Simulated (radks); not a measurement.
Fractional charge and spin in the 5s shell of tellurium: the spin-up occupation runs from 0 to 1 and the spin-down occupation from 0 to 1; the fullest corner is Te3+, [Kr] 4d10 5p(up 0.5, down 0.5) 5s(up 1, down 1). Calculated with a radial shooting solver on a logarithmic mesh with Libxc functionals: scalar-relativistic Kohn-Sham, PBE, spin-polarised, spherical densities, finite nucleus; Fermi nuclear charge, rms radius of each element as measured or else 0.836 A^(1/3) + 0.57 fm. Energy (eV) minus the two flat planes that join the four corners (they meet along the diagonal where the two added fractions sum to one electron); zero is where a piecewise linear energy would lie.

down \ up,0,0.25,0.5,0.75,1
0,0.000,-1.053,-1.401,-1.049,0.000
0.25,-1.053,-1.325,-0.898,0.222,-1.007
0.5,-1.401,-0.898,0.296,-0.861,-1.338
0.75,-1.049,0.222,-0.861,-1.267,-1.001
1,0.000,-1.007,-1.338,-1.001,0.000

Corners above the fullest one (they belong to Te4+ and the next ion): (up 1, down 0) 48.007 eV, (up 0, down 1) 48.007 eV, (up 0, down 0) 108.16 eV. With half an added electron in each spin the energy lies 0.296 eV from the planes, and with half an added electron in spin up alone -1.401 eV. The planes are only a guide here: the flat-plane condition holds for ground states with one frontier orbital, while this shell lies below other occupied shells, so the corners above the fullest one are inner-hole states and not the ground states of those ions.
